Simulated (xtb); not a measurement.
C4, SMILES [C]1[C-]2[C+]1[C]2 (connectivity only; charge and spin as stated), neutral, multiplicity 1. All values are semi-empirical tight-binding results from xtb (GFN2-xTB unless named), good for trends rather than for accurate numbers. Coordinates come from a GFN2-xTB optimisation.

Optimised geometry:

Bonded distances (Å): C1–C2 1.549, C1–C3 1.429, C1–C4 1.429, C2–C3 1.429, C2–C4 1.429. Bond angles (°): C2–C1–C3 57.2, C2–C1–C4 57.2, C3–C1–C4 114.4, C1–C2–C3 57.2, C1–C2–C4 57.2, C3–C2–C4 114.4, C1–C3–C2 65.6, C1–C4–C2 65.6.
Charge 0, spin multiplicity 1.

A frequency run showed that this geometry is not a minimum.

```json
{
 "point_group_as_xtb_finds_it": "D2h",
 "orbital_gap": "0.91 eV",
 "dipole_moment": "0.00 D",
 "static polarisability (D4 model)": "35.4 bohr³",
 "solvation energy, GFN2-xTB/ALPB(water)": "-0.9 kcal/mol",
 "solvation energy, GFN2-xTB/ALPB(ch2cl2)": "-2.5 kcal/mol"
}
```

Computed IR lines (harmonic; lines under 4 % of the strongest left out, lines within 3 cm⁻¹ merged):
ν (cm⁻¹): 509 (vs), 1409 (m) (against the strongest line: vs over 80 %, s over 45 %, m over 15 %, w over 4 %, vw less). 1 imaginary mode(s) remain.

Computed atomic charges and the Wiberg bond orders between heavy atoms:
charges (e) C1 0.06, C2 0.06, C3 -0.06, C4 -0.06. Bond orders C1–C2 1.03, C1–C3 1.17, C2–C3 1.17, C1–C4 1.17, C2–C4 1.17.
